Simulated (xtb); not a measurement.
Input for xtb: GFN2-xTB on LiBe, 2S+1 = 2, a spin state set in the input, which need not be the lowest, a point of a bond scan (R = 2.531 Å).

```
$ xtb mol.xyz --gfn 2 --sp --chrg 0 --uhf 1
2

Li     0.00000000     0.00000000     0.00000000
Be     0.00000000     0.00000000     2.53053400
```

Q: What total energy does the run end on?

A: -0.8078 hartree.
